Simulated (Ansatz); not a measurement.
The same path of C$_{2}$H$_{6}$F$_{2}$OSi (12 atoms, charge 0, multiplicity 1) was run twice with different band settings. The coordinate that changes most is the dihedral H7–C1–Si2–O3.

Theory: RKS r2SCAN/STO-3G (Ansatz 0.2.0).

Relaxed end points:

```xyz
12
Properties=species:S:1:pos:R:3
C -0.144 -1.454 -0.580
Si 0.774 -0.469 0.724
O -0.052 0.978 1.211
C -0.516 1.706 0.061
F 0.417 1.588 -0.997
F -1.738 1.193 -0.417
H -0.223 -0.897 -1.520
H -1.158 -1.707 -0.252
H 0.385 -2.391 -0.787
H 2.123 -0.177 0.272
H 0.859 -1.219 1.958
H -0.650 2.794 0.361
```

```xyz
12
Properties=species:S:1:pos:R:3
C -0.343 -1.471 -0.430
Si 0.569 -0.491 0.882
O -0.017 1.132 1.070
C -0.179 1.762 -0.213
F 0.841 1.335 -1.097
F -1.406 1.410 -0.809
H -1.421 -1.492 -0.238
H 0.015 -2.507 -0.444
H -0.186 -1.047 -1.428
H 1.996 -0.507 0.614
H 0.345 -1.066 2.191
H -0.137 2.887 -0.063
```

Common settings: movable images 7; climbing image yes; spring 5.0 eV/Å²; optimiser quadratic models (default); start path IDPP; end points relaxed.

| run | force threshold | iteration limit |
| --- | --- | --- |
| 1 | 0.03 eV/Å | 18 |
| 2 | 0.5 eV/Å | 20 |

Q: What does each run give, and how far can it be trusted?

A: Run 1: converged after 6 iterations, highest image 0.023 eV above the first end. A vibrational analysis at the climbing image gives one clearly imaginary mode, 92i cm⁻¹: a first-order saddle point.
Run 2: converged after 2 iterations, highest image 0.035 eV above the first end. The threshold of 0.5 eV/Å is loose, so the images may lie well off the minimum-energy path. The order of the stationary point at the top wasn't checked.
Limits of this set-up: minimal basis.
